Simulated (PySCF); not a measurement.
An unknown is described by computed data only.

Elements present: C, F, H and N. Monoisotopic mass: 151.0609 u.

* Polarisability: 76.5 au [wB97X-D/def2-SVPD]
* UV, first state: lowest singlet excitation: 6.75 eV (184 nm, f = 0.030) [TDDFT wB97X-D/def2-SVPD]
* UV, strongest line: among the 10 lowest singlet transitions: S7 at 9.32 eV (133 nm, f = 0.070) [TDDFT wB97X-D/def2-SVPD]
* Dipole: 3.04 D [wB97X-D/def2-SVPD]
* 13C NMR: chemical shifts (computed TMS as zero) by class: 127.4 (1 C), 51.8 (3 C), 51.5 (1 C), 31.2 (1 C) ppm [GIAO KT3/pcSseg-1]
* NMR, other nuclei: isotropic shieldings of nuclei other than C and H, by class: 207 (1 N), 257 (3 F) ppm [GIAO KT3/pcSseg-1]
* Rotational structure: rotational constants A, B, C: 2.957, 0.861, 0.860 GHz [PBE0-D3(BJ)/def2-SVP]
* Valence photoelectron: vertical ionisation energy: 9.49 eV [ΔSCF wB97X-D/def2-SVPD]

Gas-phase values; electronic properties from PySCF, density fitting. Levels stand in brackets. Geometry: PBE0-D3(BJ)/def2-SVP, one conformer, isolated molecule. Each NMR value is the plain mean over a class of atoms that symmetry, rotation or inversion makes alike.

Task: Which formula fits the mass and the elements?

Result: C6H8F3N (calculated 151.0609). No other formula that holds each of these elements comes within 0.0003 u with a fitting electron parity and a possible valence count.

Task: Propose a structure and show how it fits.

Result: Numbering: `[NH2:1][C@:2]12[CH2:3][C@:4]([C:5]([F:6])([F:7])[F:8])([CH2:9]1)[CH2:10]2`. Its formula, C6H8F3N, gives 2 degrees of unsaturation: 2 rings and 0 π bonds in the structure found. 6 carbons fall into 4 classes; from least to most shielded: CF3 carbon [C5] (127.4 ppm), four-membered-ring carbon [C3/C9/C10] (51.8 ppm, 3 C, up to 3.5 ppm apart in this geometry), ring sp3 carbon bound to nitrogen [C2] (51.5 ppm), sp3 carbon at a ring junction [C4] (31.2 ppm). The other shieldings belong to: 207 ppm, primary amine nitrogen [N1]; 257 ppm, fluorine of a CF3 group [F6/F7/F8]. The first electron is taken from the HOMO, whose largest Löwdin shares are 0.54 on the primary amine nitrogen, 0.14 on a four-membered-ring carbon and 0.11 on the sp3 carbon bound to nitrogen. The optimised geometry has point group Cs and is an asymmetric top. Structure: `C1[C@]2(N)C[C@]1(C2)C(F)(F)F`. Computed isomers that give other values at the same levels: `FC(F)(F)[C@@H]1CCC=NC1` (rotational constant A: 2.612 GHz; this holds for the one conformer computed). The assignments are read from this structure; whether some other isomer fits the data as well wasn't checked.

The values belong to the conformer `[NH2:1][C@:2]12[CH2:3][C@:4]([C:5]([F:6])([F:7])[F:8])([CH2:9]1)[CH2:10]2`: C3–C4–C5–F6 -61°, H–N1–C2–C3 63°, H–N1–C2–C3 -178°.
